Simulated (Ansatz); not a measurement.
Reaction (formal exchange of groups at a B–C bond): `C=C=C(F)BC` + `F[CH2][AlH2]` → `CB[CH](F)[AlH2]` + `C=C=CF`

Program: Ansatz. Geometries: PBE0-D4/def2-TZVP. ΔE: electronic, gas phase. CCSD(T)/CBS is the MP2 limit (def2-TZVPP, def2-QZVPP) plus CCSD(T) − MP2 in def2-TZVPP, frozen cores. Functionals use def2-TZVPP. Each species was taken in one conformer, which may not be the lowest.

CCSD(T)/CBS gives +9.3 kJ/mol.

Q: Another level gave +16.4 kJ/mol. Which?
A. B2PLYP/def2-TZVPP
B. ωB97M-V/def2-TZVPP
C. PBE0-D4/def2-TZVPP
D. CCSD/def2-TZVPP

A: D. CCSD/def2-TZVPP 16.4, B2PLYP 21.3, ωB97M-V 7.9, PBE0-D4 1.8 kJ/mol.

Largest T1 diagnostic among the species: 0.013.

From PBE to PBE0 (25 % exact exchange), in def2-TZVPP and without D4, ΔE moves by +5.1 kJ/mol. The D4 term adds −5.7 kJ/mol with B3LYP and −2.7 kJ/mol with PBE0; it sums over pairs of atoms, weighted by their polarisabilities, and B3LYP, whose exchange is more repulsive, gets the larger term. In def2-TZVPP, CCSD(T) changes the Hartree–Fock value by −50.2 kJ/mol (the triples alone add −7.5 kJ/mol) and MP2 by −50.3 kJ/mol.

B3LYP here is the variant with VWN-RPA as its local correlation; programs differ in this.
